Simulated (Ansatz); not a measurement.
System: trihydroxysilane, sum formula H4SiO3 (charge 0, singlet). 
Coordinates optimised at B3LYP-D3(BJ)/def2-TZVP (Ansatz, a first-principles code):
SMILES: [SiH](O)(O)O
```xyz
8

O      0.4966     1.5128    -0.0600
Si    -0.1600     0.0575     0.2913
O      0.9302    -1.1724     0.3848
O     -1.1860    -0.3739    -0.9101
H      0.8173     1.6628    -0.9537
H     -0.8291     0.2598     1.5841
H      1.5897    -1.1489     1.0823
H     -1.2646    -1.3107    -1.1072
```
Charge 0, spin multiplicity 1.

Wanted: vertical ionisation energy (to the doublet state of charge +1; each state is the SCF solution reached for its spin; for the doublet T1 is 0.070), in eV. Cores are frozen in the correlated levels unless marked. Open shells are spin-unrestricted. Spin-orbit coupling is left out. Non-relativistic. CBS marks a two-point X^-3 extrapolation of the correlation energy; Hartree-Fock from the larger set. [CCSD(T)-MP2]/basis is that difference in the basis named.

| level | program | vertical ionisation energy (eV) |
|---|---|---|
| HF/aug-cc-pV(T+d)Z | Ansatz | 10.90 |
| HF/aug-cc-pV(Q+d)Z | Ansatz | 10.90 |
| SVWN5/def2-TZVPD | Ansatz | 11.01 |
| PBE/def2-TZVPD | Ansatz | 10.83 |
| B3LYP/def2-TZVPD | Ansatz | 11.39 |
| CAM-B3LYP/def2-TZVPD | Ansatz | 11.75 |
| B2PLYP/def2-TZVPD | Ansatz | 11.86 |

Question: What does RI-MP2/CBS(aug-cc-pV(T+d)Z,aug-cc-pV(Q+d)Z)+[CCSD(T)-MP2]/aug-cc-pV(T+d)Z (Ansatz) give?

Answer: 12.26 eV
